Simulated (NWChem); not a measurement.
System: GaCl$_{2}$F; SMILES [F][Ga]([Cl])[Cl]

Computed with NWChem. Pople sets run with spherical d functions. Medium grid unless said otherwise, to which SCAN and Minnesota functionals are sensitive. The geometry was optimised at PBE0/def2-SVP. B3LYP is NWChem's, with the RPA form of VWN correlation. Total energies of different functionals are on different scales.

```json
[
 {"level": "B3LYP/6-31G*", "energy (Ha)": "-2944.9938", "highest occupied level (eV)": "-9.35", "orbital gap (eV)": "6.83", "dipole (D)": "0.60"},
 {"level": "PBE/6-31G*", "energy (Ha)": "-2944.1577", "highest occupied level (eV)": "-8.20", "orbital gap (eV)": "5.05", "dipole (D)": "0.51"},
 {"level": "PW6B95/6-31G*", "energy (Ha)": "-2946.6896", "highest occupied level (eV)": "-9.74", "orbital gap (eV)": "7.53", "dipole (D)": "0.63"},
 {"level": "revPBE/6-31G*", "energy (Ha)": "-2944.5732", "highest occupied level (eV)": "-8.15", "orbital gap (eV)": "5.12", "dipole (D)": "0.48"},
 {"level": "PBE0/6-31G*", "energy (Ha)": "-2944.2745", "highest occupied level (eV)": "-9.69", "orbital gap (eV)": "7.47", "dipole (D)": "0.59"},
 {"level": "N12/6-31G*", "energy (Ha)": "-2945.8340", "highest occupied level (eV)": "-8.09", "orbital gap (eV)": "4.99", "dipole (D)": "0.65"},
 {"level": "KT2/6-31G*", "energy (Ha)": "-2961.1311", "highest occupied level (eV)": "-8.31", "orbital gap (eV)": "5.04", "dipole (D)": "0.54"},
 {"level": "MN15-L/6-31G*", "energy (Ha)": "-2944.7286", "highest occupied level (eV)": "-8.92", "orbital gap (eV)": "6.29", "dipole (D)": "0.43"}
]
```
